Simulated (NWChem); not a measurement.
Program: NWChem. System: As (-1), charge -1, spin multiplicity 3. Its SCF solution wasn't tested for a lower state. Level: ULC-wPBE (omega 0.3 per bohr)/def2-TZVPD.

Input file:

```
start mol
memory heap 200 mb stack 900 mb global 1100 mb
charge -1
geometry units angstroms nocenter noautoz
  As     0.000000     0.000000     0.000000
  symmetry group D2h
end
basis spherical
  * library def2-tzvpd
end
dft
  xc xwpbe 1.00 cpbe96 1.0 hfexch 1.00
  cam 0.3 cam_alpha 0.00 cam_beta 1.00
  odft
  mult 3
  direct
  iterations 100
end
task dft energy
```

Output (cleaned and shortened):

```
             Northwest Computational Chemistry Package (NWChem) 7.3.0
             --------------------------------------------------------

                                NWChem Input Module
                                -------------------

 Scaling coordinates for geometry "geometry" by  1.889725989
 (inverse scale =  0.529177249)

                             Geometry "geometry" -> ""
                             -------------------------

 Output coordinates in angstroms (scale by  1.889725989 to convert to a.u.)

  No.       Tag          Charge          X              Y              Z
 ---- ---------------- ---------- -------------- -------------- --------------
    1 As                  33.0000     0.00000000     0.00000000     0.00000000

 Effective nuclear repulsion energy (a.u.)       0.0000000000

            Nuclear Dipole moment (a.u.)
            ----------------------------
        X                 Y               Z
 ---------------- ---------------- ----------------
     0.0000000000     0.0000000000     0.0000000000

      Symmetry information
      --------------------

 Group name             D2h
 Group number             26
 Group order               8
 No. of unique centers     1

      Symmetry unique atoms

     1


 Summary of "ao basis" -> "" (spherical)
 ------------------------------------------------------------------------------
       Tag                 Description            Shells   Functions and Types
 ---------------- ------------------------------  ------  ---------------------
 *                         def2-tzvpd                 on all atoms

  pbe96 is a nonlocal functional; adding pw91lda local functional.

                                 NWChem DFT Module
                                 -----------------

 Summary of "ao basis" -> "ao basis" (spherical)
 ------------------------------------------------------------------------------
       Tag                 Description            Shells   Functions and Types
 ---------------- ------------------------------  ------  ---------------------
 As                        def2-tzvpd               18       54   7s5p5d1f
[...]
              MO Center= -3.9D-18,  3.4D-18,  1.4D-17, r^2= 1.4D+00
   Bfn.  Coefficient  Atom+Function         Bfn.  Coefficient  Atom+Function
  ----- ------------  ---------------      ----- ------------  ---------------
     5      0.653488  1 As s                  6      0.470240  1 As s
     4     -0.336618  1 As s                  3     -0.275957  1 As s
     2      0.120977  1 As s                  7      0.097350  1 As s
     1     -0.038531  1 As s

 Vector   16  Occ=1.000000D+00  E=-7.397787D-03  Symmetry=b3u
              MO Center=  4.7D-18, -6.5D-19, -5.7D-18, r^2= 2.4D+00
   Bfn.  Coefficient  Atom+Function         Bfn.  Coefficient  Atom+Function
  ----- ------------  ---------------      ----- ------------  ---------------
    20      0.667022  1 As px                17      0.379304  1 As px
    11     -0.283724  1 As px                14      0.101643  1 As px
     8      0.087720  1 As px

 Vector   17  Occ=0.000000D+00  E= 2.324218D-01  Symmetry=b2u
              MO Center=  5.6D-21, -3.3D-18,  4.4D-16, r^2= 2.6D+00
   Bfn.  Coefficient  Atom+Function         Bfn.  Coefficient  Atom+Function
  ----- ------------  ---------------      ----- ------------  ---------------
    21      0.741068  1 As py                18      0.288869  1 As py
    12     -0.269277  1 As py                15      0.114038  1 As py
     9      0.083023  1 As py

 Vector   18  Occ=0.000000D+00  E= 2.324218D-01  Symmetry=b1u
              MO Center= -2.7D-19,  3.8D-17, -2.8D-18, r^2= 2.6D+00
   Bfn.  Coefficient  Atom+Function         Bfn.  Coefficient  Atom+Function
  ----- ------------  ---------------      ----- ------------  ---------------
    22      0.741068  1 As pz                19      0.288869  1 As pz
    13     -0.269277  1 As pz                16      0.114038  1 As pz
    10      0.083023  1 As pz

 Vector   19  Occ=0.000000D+00  E= 2.956465D-01  Symmetry=ag
              MO Center= -3.6D-17, -3.9D-16, -1.7D-15, r^2= 8.0D+00
   Bfn.  Coefficient  Atom+Function         Bfn.  Coefficient  Atom+Function
  ----- ------------  ---------------      ----- ------------  ---------------
     7      2.223778  1 As s                  6     -1.999394  1 As s
     5      0.136828  1 As s                  3      0.124895  1 As s
     4      0.050669  1 As s                  2     -0.035621  1 As s

   alpha - beta orbital overlaps
   -----------------------------

   alpha      1      2      3      4      5      6      7      8      9     10
    beta      1      2      3      4      5      6      7      8      9     10
 overlap   1.000  1.000  1.000  1.000  1.000  1.000  1.000  1.000  1.000  1.000

   alpha     11     12     13     14     15     16     17     18     19     20
    beta     11     12     13     14     15     17     18     16     19     23
 overlap   1.000  1.000  1.000  1.000  0.998  0.996  0.996  1.000  0.997  0.996

   alpha     21     22     23     24     25     26     27     28     29     30
    beta     24     20     21     22     26     27     25     31     32     28
 overlap   0.996  0.999  0.999  0.995  0.996  0.996  1.000  0.996  0.996  0.999

   alpha     31     32     33     34     35     36     37     38     39     40
    beta     29     30     33     37     38     44     45     34     35     39
 overlap   0.999  0.993  0.994  1.000  1.000  1.000  1.000  1.000  1.000  1.000

   alpha     41     42     43     44     45     46     47     48     49     50
    beta     40     36     41     42     43     46     47     48     49     50
 overlap   1.000  1.000  1.000  1.000  1.000  1.000  1.000  1.000  1.000  1.000

   alpha     51     52     53     54
    beta     51     52     53     54
 overlap   1.000  1.000  1.000  1.000

     --------------------------
     Expectation value of S2:
     --------------------------
      <S2> =      2.0049 (Exact =     2.0000)

 Task  times  cpu:        3.1s     wall:        3.1s

 Total times  cpu:        3.1s     wall:        3.1s
```
